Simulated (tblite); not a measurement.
Compound: C5H14SSi.
Z-matrix (Å and degrees, GFN2-xTB geometry), rows numbered from 1:
```
C 
C   1  1.5151
S   2  1.8285  1  112.81
Si  3  2.1641  2  102.36  1   -70.29
C   4  1.8955  3  106.39  2  -145.79
C   4  1.9069  3  111.26  2    93.90
C   6  1.5250  4  112.42  3   178.09
H   1  1.0876  2  110.13  3   -52.53
H   1  1.0881  2  110.67  3    67.69
H   1  1.0886  2  109.91  3  -172.29
H   2  1.0895  1  111.56  3  -121.58
H   2  1.0892  1  110.82  3   116.67
H   4  1.4687  3  105.75  2   -26.89
H   5  1.0856  4  111.59  3    55.28
H   5  1.0867  4  110.75  3   -64.33
H   5  1.0853  4  110.99  3   175.76
H   6  1.0918  4  110.89  3   -59.74
H   6  1.0927  4  109.30  3    56.92
H   7  1.0885  6  110.89  4  -179.91
H   7  1.0870  6  110.67  4   -59.86
H   7  1.0876  6  110.70  4    59.85
```

Level: GFN2-xTB in tblite, geometry and Hessian alike; calculated harmonic values, unscaled, isolated species. This tight-binding method is rough: wavenumbers can miss measured ones by several per cent, in bad cases by 10 to 20. Modes of hydrogen on silicon can be 10 to 20 % off. One conformer, not necessarily the lowest.

Harmonic wavenumbers (cm⁻¹): 38.6, 45.5, 67.9, 98.4, 123.1, 142.3, 164.7, 194.7, 234.8, 250.7, 279.8, 329.5, 490.3, 605.4, 653.2, 676.3, 684.0, 725.4, 780.7, 792.6, 825.0, 832.6, 978.7, 1017.1, 1020.7, 1033.7, 1075.3, 1081.7, 1229.2, 1234.7, 1258.5, 1287.6, 1368.5, 1403.0, 1419.9, 1454.8, 1472.9, 1476.0, 1478.3, 1487.8, 1496.2, 1511.9, 1514.3, 2197.2, 2959.6, 2975.6, 2979.7, 3002.3, 3019.6, 3019.7, 3031.1, 3031.3, 3035.0, 3041.0, 3041.4, 3047.3, 3048.2.

A = 2343, B = 1070, C = 813.8 MHz; mass 134.059 u (most abundant isotopes); point group C1, symmetry number 1.

What is the zero-point energy?

½Σν̃ = 38883 cm⁻¹ = 465.14 kJ/mol.

Give the ideal-gas entropy at 500 K and 1 bar in the rigid-rotor, harmonic-oscillator model (classical rotation).

Translation 180.69, rotation 129.65, vibration 256.16: S = 566.5 J/(mol K).

And Cp and H(500 K) − H(0)?

Cp = 254.43 J/(mol K), of which vibrations give 221.18 (their classical limit is 57 R = 473.9); H(500 K) − H(0) = 77.60 kJ/mol without the zero-point energy, 60.97 from vibrations.

Blend soft modes into free rotors: weight 1/[1 + (100 cm⁻¹/ν̃)⁴] for the oscillator and the rest for a rotor with moment μB/(μ + B), μ = h/(8π²ν), B = 10⁻⁴⁴ kg m². What vibrational entropy results?

230.49 J/(mol K) in place of 256.16, which changes −T·S at 500 K by +12.83 kJ/mol.

What must be added to the electronic energy to get the Gibbs energy at 500 K and 1 bar?

ZPE + [H(500 K) − H(0)] − T·S = 465.14 + 77.60 − 283.25 = 259.49 kJ/mol.

Hindered rotation and anharmonicity are outside this model. Other conformers, if any are populated, would add a mixing term that is left out. The structure is chiral; the term R ln 2 for an equal mix with its mirror image is left out.

On one thread, Arm Neoverse N1 (aarch64), shared host with 64 logical CPUs at a one-minute load of 56, this took 1.5 s. This covers the Hessian and the dipole derivatives.
